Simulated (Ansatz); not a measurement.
Geometry optimisation, Ansatz 0.2.0, RHF/def2-SVP.

Input:

```yaml
crystal:
  periodic: [false, false, false]
  atoms:
    - { symbol: B, position_ang: [-0.126725, -0.203813, 0.084831] }
    - { symbol: O, position_ang: [-0.174591, -0.345056, 1.445958] }
    - { symbol: H, position_ang: [-0.998286, -0.668969, 1.780323] }
    - { symbol: H, position_ang: [0.877404, 0.147973, -0.438607] }
    - { symbol: Cl, position_ang: [-1.539342, -0.625092, -0.897981] }
    - { symbol: Br, position_ang: [-0.155257, 2.92683, 0.961236] }
    - { symbol: H, position_ang: [0.186697, 1.798427, 1.86904] }
basis:
  gaussian: { orbitals: def2-SVP }
hamiltonian:
  xc: hf
relax:
  f_tol: 0.03
  max_steps: 50
```

Run as:

```bash
$ ansatz run input.yaml --threads 1 --pin off --max-ram 2048MiB --backend cpu --events-out ev --progress --plain --runs-dir out
```

Problem. Where does it end, and by what steps?

Solution. The forces met the threshold. After 31 steps the energy has fallen by 0.263 eV; Cl5 moved furthest, 1.57 Å.

```
step  energy less start (eV)  largest force component (eV/Å)  accepted
   0                  0.0000                           1.536       yes
   2                 -0.2003                           0.563       yes
   4                 -0.2158                           0.140       yes
   6                 -0.2194                           0.310       yes
   8                 -0.2254                           0.298       yes
  10                 -0.2263                           0.345       yes
  12                 -0.2347                           0.136       yes
  14                 -0.2379                           0.152       yes
  16                 -0.2405                           0.381       yes
  18                 -0.2518                           0.101        no
  20                 -0.2551                           0.092       yes
  22                 -0.2576                           0.251       yes
  24                 -0.2613                           0.112       yes
  26                 -0.2622                           0.088       yes
  28                 -0.2629                           0.069       yes
  30                 -0.2632                           0.035       yes
  31                 -0.2632                           0.023       yes
```

```xyz
7
Properties=species:S:1:pos:R:3
B -0.254 -0.468 -0.171
O -0.593 0.155 0.962
H -1.218 -0.302 1.508
H 0.525 0.033 -0.916
Cl -0.962 -2.048 -0.571
Br 0.470 3.458 2.260
H 0.101 2.202 1.733
```

Whether the end is a true minimum wasn't checked by a vibrational analysis.

The run took 75 s on 1 thread of Arm Neoverse V1 (shared host), peak memory 0.18 GiB.
